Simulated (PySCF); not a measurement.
Input for PySCF: R-MP2/6-31G* on C2H2 (SMILES C#C) with ghost functions.

```python
from pyscf import gto, scf, dft, mp
from pyscf.data.elements import chemcore

mol = gto.M(
    atom='''
    C     0.57984850    0.20706780   -0.08788146
    C    -0.17331032   -0.55440019    0.45032234
    H     1.24333082    0.87422337   -0.58317410
    H    -0.83124366   -1.21117353    0.97044363
    ghost-O   -0.98883106   -0.95809852    3.51586673
    ghost-C   -0.29865297   -0.09554567    3.98787041
    ghost-O    0.51643671    0.71296691    3.30597955
    ghost-H   -0.25017668    0.14123371    5.05891226
    ghost-H    0.46323516    0.49106359    2.35391234
    ''',
    basis='6-31g*',
    cart=True,
    charge=0, spin=0, verbose=3, max_memory=1800)
mf = scf.RHF(mol)
mf.conv_tol = 1e-8
mf.max_cycle = 100
mf.kernel()
if not mf.converged:
    mf = mf.newton().run(mf.mo_coeff, mf.mo_occ)
pt = mp.MP2(mf, frozen=chemcore(mol)).run()
```

It printed:

```
converged SCF energy = -76.8180196740581
E(RMP2) = -77.0676702733297  E_corr = -0.24965059927152
E(SCS-RMP2) = -77.0650577988194  E_corr = -0.247038124761304
```

Self-consistency was reached.

Cost: very roughly 1.4 core-seconds.
